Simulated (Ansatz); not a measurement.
`C[SiH2][SiH2]Cl` + H₂O → `O[SiH2][SiH2]Cl` + CH₄ at 298.15 K and 1 bar (formal hydrolysis of the Si–C bond).

Calculated with Ansatz (gas phase, PBE0-D4/def2-TZVP geometries, no zero-point term in ΔE). CCSD(T)/CBS adds triple-zeta CCSD(T) − MP2 to the extrapolated MP2 energy (def2 sets, frozen cores). This one scheme is used for every species. One conformer a species, not always the lowest.

| species | CCSD(T)/CBS energy (Eh) | H − E (kJ/mol) | S (J/(mol·K)) |
| --- | --- | --- | --- |
| `C[SiH2][SiH2]Cl` | -1080.25285 | 212.6 | 361.7 |
| H₂O | -76.37941 | 66.4 | 188.7 |
| `O[SiH2][SiH2]Cl` | -1116.20195 | 152.6 | 353.2 |
| CH₄ | -40.46206 | 127.4 | 186.2 |

H − E and S are ideal-gas, rigid-rotor, harmonic terms from PBE0-D4/def2-TZVP, for one conformer and one mirror image of each species. 1 Eh = 2625.50 kJ/mol, R = 8.31446 J/(mol·K).

**Question.** By hand: ΔE, ΔH, ΔS and ΔG.

**Answer.** ΔE = (-1116.20195) + (-40.46206) − (-1080.25285) − (-76.37941) = -0.03175 Eh = -83.4 kJ/mol. Δ(H − E) = 152.6 + 127.4 − 212.6 − 66.4 = 1.0, so ΔH = -82.4 kJ/mol. ΔS = 353.2 + 186.2 − 361.7 − 188.7 = -11.0 J/(mol·K). ΔG = -82.4 − 298.15 × (-11.0)/1000 = -79.1 kJ/mol.

**Question.** By hand: the equilibrium constant, and the temperature at which ΔG would vanish if ΔH and ΔS stayed fixed.

**Answer.** log₁₀ K = −ΔG/(RT ln 10) = 13.9. ΔG = 0 at ΔH/ΔS = 7491 K, far beyond where these terms or the molecules hold.

The number of gas molecules stays the same, so ΔS is small and ΔH decides. A doubt of 5 kJ/mol in ΔE shifts log₁₀ K by 0.9 here. Other conformers and mirror images would add mixing entropy, several J/(mol·K) or more a flexible species. Modes under 60 cm⁻¹, often nearly free rotors, make the harmonic entropy too high. These are equilibria of isolated gas molecules and say nothing of rates. Largest T1 diagnostic: 0.011 (customary marks: 0.02 for closed shells, 0.045 for open ones).
